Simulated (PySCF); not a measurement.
**Cu²⁺ (copper, charge +2) across methods**

[Ar] 3d8 4s1, 4s spin antiparallel (an excited configuration). Calculation: PySCF 2.14, in aug-cc-pVDZ-DK (7s6p4d2f, 59 functions); the spin-free X2C one-electron Hamiltonian (Gaussian nucleus).

| method | E (hartree) | mean ε 3d α (eV) | mean ε 3d β (eV) | mean ε 4s β (eV) | Σ⟨r²⟩ (bohr²) | ⟨S²⟩ |
| --- | --- | --- | --- | --- | --- | --- |
| LDA | -1650.501 | -37.765 | -35.966 | -25.259 | 18.83 | 1.752 |
| BHandHLYP | -1653.432 | -43.953 | -41.935 | -26.750 | 18.82 | 1.752 |
| TPSSh | -1653.441 | -38.748 | -37.209 | -25.159 | 18.85 | 1.752 |
| PBE | -1653.180 | -37.468 | -35.893 | -24.922 | 18.87 | 1.752 |
| r2SCAN | -1653.420 | -38.107 | -36.589 | -25.243 | 18.82 | 1.753 |
| wB97X | -1653.490 | -43.060 | -41.213 | -28.032 | 18.77 | 1.752 |
| UHF | -1652.03831 | -49.683 | -47.002 | -27.838 | 18.95 | 1.753 |
| PBE0 | -1653.206 | -40.762 | -38.931 | -25.803 | 18.82 | 1.752 |

Estimate the same row for BP86.

E (hartree) = -1653.688; mean ε 3d α (eV) = -37.573; mean ε 3d β (eV) = -36.065; mean ε 4s β (eV) = -25.129; Σ⟨r²⟩ (bohr²) = 18.82; ⟨S²⟩ = 1.752.

With the s spin flipped the determinant is a mixture of two multiplicities, not a spectroscopic state.
